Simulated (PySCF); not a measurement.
## Cl⁺: interval between two levels

Cl⁺ [Ne] 3s2 3p4 [3P2, M_J = 2] → Cl⁺ [Ne] 3s1 3p4 4s1 [5P3, M_J = 3], as a difference of total energies. All numbers are calculated (PySCF 2.14, the two-component X2C-1e Hamiltonian, in x2c-TZVPall-2c with one added diffuse shell each of s, p type (6s7p2d1f, 44 functions)). Correlated levels: [Ne] frozen; the 6 highest virtual spinors dropped. "Screened" scales the spin-orbit matrix elements by Boettger's factors to mimic the two-electron term; Breit and QED terms are absent.

```tsv
method	interval between two levels (cm⁻¹)
GHF (spin-free)	206120
GMP2 (spin-free)	208050
GHF (screened spin-orbit)	206100
GMP2 (screened spin-orbit)	208040
```

The labels give the starting determinants; with spin-orbit coupling the two ends relaxed to ⟨J²⟩ = 6.02, ⟨L²⟩ = 2.02, ⟨S²⟩ = 2.00 and ⟨J²⟩ = 12.01, ⟨L²⟩ = 2.01, ⟨S²⟩ = 6.00.

The promoted electron is Rydberg-like, and one or two diffuse shells describe it only roughly, which tends to raise the upper state.
